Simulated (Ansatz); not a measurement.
Gas-phase electronic energies from Ansatz, PBE0-D4/def2-TZVP geometries. CBS: MP2 limit from def2 TZ/QZ plus the TZ coupled-cluster correction, frozen cores. This one scheme is used for every species, atoms too. For atomizations the MP2-based limit and the directly extrapolated one differ by several kJ/mol either way, and by 10 to 25 for some Ge, Se and Sn compounds, so smaller differences from it don't rank the levels. DFT in def2-TZVPP. B3LYP here is the variant with VWN-RPA as its local correlation; programs differ in this. Open shells (•) are unrestricted, without spin–orbit coupling. Spin–orbit coupling would lower the free atoms: a little for Al, B, C, O. Each species was taken in one conformer, which may not be the lowest.

Reaction (atomization): `[BH2][AlH][CH2]CO` → Al• + B• + 2 C• + 8 H• + O•

Q: What is ΔE at CCSD(T)/CBS? (Best estimate.)

A: Ansatz gave: +4477.6 kJ/mol.

Q: What do these levels give: B97M-V, PBE0-D4, BHLYP-D4, ωB97M-V, revPBE, B3LYP, r2SCANh, CCSD/def2-SVP, HF/def2-TZVPP, CCSD/def2-TZVPP, HF/CBS(def2), CCSD/CBS(def2)? (Estimate.)

A: Computed: B97M-V 4502.4, PBE0-D4 4483.3, BHLYP-D4 4377.2, ωB97M-V 4493.4, revPBE 4374.6, B3LYP 4447.3, r2SCANh 4468.6, CCSD/def2-SVP 4228.8, HF/def2-TZVPP 3336.5, CCSD/def2-TZVPP 4318.4, HF/CBS(def2) 3342.7, CCSD/CBS(def2) 4424.0 kJ/mol.

Q: What do rigid-rotor, harmonic-oscillator terms from PBE0-D4/def2-TZVP frequencies (298.15 K, 1 bar) make of the CCSD(T)/CBS value? (An estimate is asked.)

A: The calculation gave: ΔZPE = -250.6 kJ/mol, ΔH = +4282.6 kJ/mol, ΔS = 1337 J/(mol·K), ΔG = +3883.8 kJ/mol. Open shells count their whole term as degenerate. Modes under 50 cm⁻¹ make the entropy rough.

Largest T1 diagnostic among the species: 0.018.

Leaving LDA and LC-ωPBE aside and taking each functional with its dispersion term where it has one, the values, not all of them listed here, spread over 163.9 kJ/mol, from BHLYP-D4 to PBE-D4. LDA lies +561.1 kJ/mol from PBE without D4, its usual overbinding. In def2-TZVPP, CCSD(T) changes the Hartree–Fock value by +1035.4 kJ/mol (the triples alone add +53.5 kJ/mol) and MP2 by +1083.0 kJ/mol; breaking electron pairs costs correlation energy, which Hartree–Fock lacks. From r2SCAN to r2SCAN0 (25 % exact exchange), in def2-TZVPP and without D4, ΔE moves by −55.7 kJ/mol: exact exchange takes away binding that semilocal exchange gives to molecules.
